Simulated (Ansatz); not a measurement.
GeH3NS, SMILES `[NH2][Ge][SH]`, relaxed with RKS PBE0-D4/def2-TZVP in Ansatz 0.2.0 from a PBE-D4/def2-SVP geometry. The force threshold is 0.005 eV/Å; the program also tests the step.

The species carries charge 0 and has multiplicity 1.

Start:

```xyz
6

N    -0.393   -0.092    1.195
Ge    0.934    0.578    0.114
S     0.019   -0.211   -1.829
H    -1.218   -0.626    0.905
H    -0.364    0.048    2.208
H     1.022    0.303   -2.593
```

| step | energy (eV) | largest force (eV/Å) | largest move (Å) |
| --- | --- | --- | --- |
| 1 | -68882.1599 | 0.680 | 0.000 |
| 2 | -68882.1860 | 0.173 | 0.021 |
| 3 | -68882.1878 | 0.050 | 0.029 |
| 4 (rejected) | -68882.1861 | 0.209 | 0.038 |
| 5 (rejected) | -68882.1877 | 0.066 | 0.019 |
| 6 | -68882.1884 | 0.015 | 0.009 |
| 7 | -68882.1885 | 0.001 | 0.006 |

End:

```xyz
6

N    -0.391   -0.092    1.184
Ge    0.920    0.570    0.113
S     0.023   -0.205   -1.805
H    -1.200   -0.617    0.892
H    -0.360    0.047    2.181
H     1.007    0.297   -2.565
```

It took 9 s on 4 threads of an Arm Neoverse V2 on a shared host, with 0.28 GiB of host memory at the peak.
